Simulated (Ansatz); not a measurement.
Born–Oppenheimer molecular dynamics of BH₂NOS (6 atoms, charge 0, multiplicity 1). It starts from a relaxed structure.

Theory: Ansatz 0.2.0, RKS PBE0-D4/def2-SVP.

| Property | Result |
| --- | --- |
| ensemble | NVT, Nosé–Hoover chain |
| time step | 0.5 fs |
| steps asked | 100 |
| set temperature | 1000 K |
| thermostat | time constant 20 fs, chain length 3 |
| seed | 190755 |

First frame:

```xyz
6
Properties=species:S:1:pos:R:3
N -0.449 0.801 -0.198
B 0.214 -0.372 0.106
O 0.868 -0.959 1.118
S 0.784 -1.995 -0.397
H -0.550 1.553 0.471
H -0.867 0.972 -1.101
```

Problem. How far do the bonds stretch over the last three quarters of this one trajectory? (Pairs bonded in most of those frames.)

Solution. 
| bond | mean (Å) | spread (Å) | shortest | longest |
| --- | --- | --- | --- | --- |
| N1–B2 | 1.403 | 0.017 | 1.38 | 1.44 |
| N1–H5 | 1.036 | 0.059 | 0.94 | 1.12 |
| N1–H6 | 1.017 | 0.026 | 0.97 | 1.07 |
| B2–O3 | 1.340 | 0.024 | 1.29 | 1.37 |
| B2–S4 | 1.819 | 0.041 | 1.77 | 1.89 |
| O3–S4 | 1.855 | 0.035 | 1.80 | 1.90 |

Mean temperature of the second half: 896 K. The conserved energy stayed within 1 meV per atom of its start (net change 0.98 meV per atom), so the integration is sound. The mean temperature of the second half is 10 % below the set value. A run of 0.05 ps of so small a system gives no equilibrium averages.

Run time: 3.5 min on 1 thread of Arm Neoverse V1, with other jobs on the host, peak memory 0.12 GiB.
